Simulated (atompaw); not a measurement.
What the settings do to the PAW (atompaw) potential of Co

Base potential:

atompaw 4.2.0.5 input, output lines left out:

```
Co 27
GGA-PBE scalarrelativistic loggrid 1500 logderivrange -10 5 376
4 4 3 0 0 0
4 0 1.5
4 1 0
3 2 7
0 0 0
c
c
v
v
c
v
v
v
2
1.45 1.25 1.40 1.20
n
n
y
0.25
n
custom polynom vanderbiltortho gaussian
3 0 vpsmatchnc
1.30
1.45
1.35
1.45
1.45
1.45
```

All-electron outer shells of the reference configuration (PBE, scalar-relativistic, ld1.x):

```
shell  level (eV)  outermost node (bohr)  outermost maximum (bohr)
   2p     -774.09                      –                      0.17
   3s     -106.61                   0.31                      0.66
   3p      -69.85                   0.28                      0.68
   3d      -12.39                      –                      0.66
   4s       -8.99                   0.96                      2.26
   4p       -4.21                   1.05                      2.94
```

Cutoffs, loose and tight: the cutoffs (Ry, on a coarse ladder) from which the occupation-weighted sum of valence levels, in a spherical-Bessel basis at the reference potential, stays within 10 and 1 mRy of its value at 400 Ry. They see the waves, projectors and local potential, not the compensation charge or the core. A dash means not determined.

A true bound ghost makes a file unfit for plane-wave use even where its test errors are small: the radial tests pick states by their node count and pass the ghost by.

| change | outcome | cutoff, loose | cutoff, tight | bound ghosts |
| --- | --- | --- | --- | --- |
| base | generated | 70 Ry | 120 Ry | none |
| wave 3d (bound): rc 1.45 bohr becomes 3d (bound): rc 1.12 bohr | failed: atompaw: The overlap operator has at least one negative eigenvalue! | – | – | – |
| augmentation gaussian compensation charge, radius 0.68 bohr; PAW radius 1.45 bohr; waves and projectors: custom polynom vanderbiltortho | generated | 70 Ry | 120 Ry | none |
| core correction smooth core density matched at 0.62 bohr | generated | 70 Ry | 120 Ry | none |
| wave 3d (bound): rc 1.45 bohr becomes 3d (bound): rc 0.78 bohr | generated | 230 Ry | 300 Ry | none |
| local potential ultrasoft scheme with l = 3 at 0 Ry, radius 1.40 bohr | generated | 70 Ry | 120 Ry | none |

Task: What comes out with this change to the base: waves 3s (bound); 4s (bound); 3p (bound); 4p (bound); 3d (bound); 3d channel at 0.25 Ry; augmentation gaussian compensation charge, radius 1.25 bohr; PAW radius 1.45 bohr; waves and projectors: bloechl?

Result: outcome: generated; cutoff, loose: 140 Ry; cutoff, tight: 180 Ry; bound ghosts: none.

Task: What comes out with this change to the base: local potential vpsmatchnc scheme with l = 3 at 0 Ry, radius 0.64 bohr?

Result: outcome: generated; cutoff, loose: 70 Ry; cutoff, tight: 120 Ry; bound ghosts: s.
